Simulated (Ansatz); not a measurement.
The lowest singlet and triplet of CHCl (SMILES [CH]Cl); geometries from B3LYP-D3(BJ)/def2-TZVP, each state relaxed from the structure named, with no frequency check.
Singlet (charge 0, multiplicity 1):
```xyz
3

C     -1.070     0.528     0.000
Cl     0.479    -0.165     0.000
H     -1.728    -0.365     0.000
```

| level | gap E(singlet) − E(triplet), vertical, at the singlet's geometry (kcal/mol) | cost |
|---|---|---|
| R-B3LYP/def2-TZVPP | -11.56 | ×1 |
| U-B3LYP/def2-TZVPP (spin-contaminated) | -12.54 | ×2 |
| R-wB97X-V/def2-TZVPP | -13.27 | ×4 |
| U-wB97M-V/def2-TZVPP | -15.48 | ×7 |
| U-B2PLYP/def2-TZVPP (spin-contaminated) | -11.77 | ×4 |
| U-MP2/cc-pV(Q+d)Z (spin-contaminated) | -8.29 | - |
| U-SCS-MP2/cc-pV(T+d)Z (spin-contaminated) | -11.12 | - |
| U-CCSD/cc-pV(Q+d)Z (spin-contaminated) | -11.48 | - |
| R-CCSD(T)/cc-pV(T+d)Z | -13.42 | ×5 |
| U-CCSD(T)/cc-pV(Q+d)Z (spin-contaminated) | -12.93 | ×60 |
| SA-CASSCF(2,2)/cc-pV(D+d)Z | -5.27 | - |
| SA-CASSCF(2,2)/cc-pV(T+d)Z | -6.41 | - |
| FIC-MRCISD+Q on SA-CASSCF(2,2)/cc-pV(T+d)Z | -13.28 | - |
| FIC-MRCISD+Q on SA-CASSCF(2,2)/cc-pV(Q+d)Z | -13.77 | - |

The rows run from -15.48 (U-wB97M-V/def2-TZVPP) to -5.27 kcal/mol (SA-CASSCF(2,2)/cc-pV(D+d)Z). In cc-pV(Q+d)Z (spin-contaminated) the value moves U-MP2 -8.29, U-CCSD -11.48, U-CCSD(T) -12.93, a shift of -4.64 from U-MP2 to U-CCSD(T).

A positive gap puts the triplet lower; no zero-point energy. R- takes a restricted singlet. U- takes an unrestricted singlet (broken symmetry where lower, unprojected). The triplet is unrestricted in single-reference levels. Active spaces average the two states.

Correlated levels freeze the cores.

Doubts at one or more of the structures used: a restricted determinant that unrestricted orbitals would lower (R-B3LYP/def2-TZVPP, R-wB97X-V/def2-TZVPP, R-CCSD(T)/cc-pV(T+d)Z); T1 above 0.05 (U-CCSD/cc-pV(Q+d)Z (spin-contaminated), U-CCSD(T)/cc-pV(Q+d)Z (spin-contaminated)).

Programs: Ansatz (a quantum-chemistry and plane-wave program). Each number belongs to the level named beside it.

Costs are rough ratios of core time to R-PBE/def2-TZVPP (about 1.7 s over the structures, on one shared machine); a dash marks a level with no comparable run of its own.
